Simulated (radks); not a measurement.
Q: Valence configurations of Ne II (all share [He]). Calculated with a radial shooting solver on a logarithmic mesh with Libxc functionals: non-relativistic Kohn-Sham, BLYP, spin-polarised, spherical densities, point nucleus; open shells are filled with parallel spins first. Order these by energy: 2s2 2p5; 2s1.5 2p5.5; 2s1 2p6.

A: From the lowest, in eV above it: 2s2 2p5 0.000; 2s1.5 2p5.5 11.527; 2s1 2p6 23.036. NIST lists [He] 2s2 2p5 as the ground configuration; this level of theory agrees among the configurations tried. The energies are those of spherical high-spin densities, not of single terms.
